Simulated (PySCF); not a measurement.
**Whose spectrum? (helicene)**

All values: TDA PBE0/6-31G*, gas phase, PySCF SCF with an in-house response code, fitting set def2-universal-JFIT up to Ne and JKFIT beyond, grid level 1 (kernel 0), vertical, one conformer each, geometries GFN2-xTB; core orbitals frozen in the response, virtual orbitals above 1.5 Eh left out. The lowest 6 singlets were sought, and the brightest is taken among them. The runs took 0 to 10 CPU minutes each on shared server CPUs.

One system has its HOMO at -5.20 eV, its LUMO at -1.49 eV and these singlet states:

```json
{"state": "S1", "eV": "2.88", "f": "0.031"}
{"state": "S2", "eV": "3.04", "f": "0.023"}
{"state": "S3", "eV": "3.16", "f": "0.007"}
{"state": "S4", "eV": "3.18", "f": "0.003"}
{"state": "S5", "eV": "3.29", "f": "0.011"}
{"state": "S6", "eV": "3.34", "f": "0.012"}
```

**Question.** Which is it?
A. c1ccc2c(c1)ccc1ccc3ccc4ccc5ccc6ccc7ccc8ccc9ccccc9c8c7c6c5c4c3c12 (C42H24)
B. c1ccc2c(c1)ccc1ccc3ccc4ccc5ccc6ccc7ccc8ccc9ccc%10ccccc%10c9c8c7c6c5c4c3c12 (C46H26)
C. c1ccc2c(c1)ccc1ccc3ccc4ccc5ccc6ccc7ccccc7c6c5c4c3c12 (C34H20)
D. c1ccc2c(c1)ccc1ccc3ccc4ccccc4c3c12 (C22H14)
E. c1ccc2c(c1)ccc1ccc3ccc4ccc5ccc6ccc7ccc8ccccc8c7c6c5c4c3c12 (C38H22)

**Answer.** B.

**Question.** How do the candidates compare?

**Answer.** 
| system | HOMO / eV | LUMO / eV | S1 / eV | f(S1) | brightest state sought / eV |
| --- | --- | --- | --- | --- | --- |
| c1ccc2c(c1)ccc1ccc3ccc4ccc5ccc6ccc7ccc8ccc9ccc%10ccccc%10c9c8c7c6c5c4c3c12 | -5.20 | -1.49 | 2.88 | 0.031 | 2.88 |
| c1ccc2c(c1)ccc1ccc3ccc4ccc5ccc6ccc7ccc8ccc9ccccc9c8c7c6c5c4c3c12 | -5.24 | -1.58 | 2.82 | 0.002 | 3.05 |
| c1ccc2c(c1)ccc1ccc3ccc4ccc5ccc6ccc7ccc8ccccc8c7c6c5c4c3c12 | -5.39 | -1.55 | 3.00 | 0.000 | 3.12 |
| c1ccc2c(c1)ccc1ccc3ccc4ccc5ccc6ccc7ccccc7c6c5c4c3c12 | -5.43 | -1.49 | 3.06 | 0.004 | 3.26 |
| c1ccc2c(c1)ccc1ccc3ccc4ccccc4c3c12 | -5.76 | -1.19 | 3.55 | 0.001 | 4.14 |
